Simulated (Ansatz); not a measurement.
Reaction (formal exchange of groups at the Al–Cl bond): `[Cl][Al]1[CH2][O]1` + CH₄ → `[CH3][Al]1[CH2][O]1` + HCl

Gas-phase electronic energies from Ansatz, PBE0-D4/def2-TZVP geometries. CCSD(T)/CBS adds triple-zeta CCSD(T) − MP2 to the extrapolated MP2 energy (def2 sets, frozen cores). This one scheme is used for every species. Functionals use def2-TZVPP.

```csv
species,B97M-V energy (Eh)
`[Cl][Al]1[CH2][O]1`,-817.07305
CH₄,-40.53068
`[CH3][Al]1[CH2][O]1`,-396.84695
HCl,-460.69783
```

Q: Work out ΔE.

A: ΔE = (-396.84695) + (-460.69783) − (-817.07305) − (-40.53068) = 0.05895 Eh = +154.8 kJ/mol. CCSD(T)/CBS gives +149.8 kJ/mol.

Largest T1 diagnostic among the species: 0.015.

From BLYP to BHLYP (50 % exact exchange), in def2-TZVPP and without D4, ΔE moves by +8.2 kJ/mol. At CCSD(T), def2-SVP lies +4.8 kJ/mol from the extrapolated value and def2-TZVPP −0.7 kJ/mol. Leaving LDA and LC-ωPBE aside and taking each functional with its dispersion term where it has one, the values, not all of them listed here, spread over 14.1 kJ/mol, from PBE-D4 to BHLYP-D4. LDA lies −7.5 kJ/mol from PBE without D4.
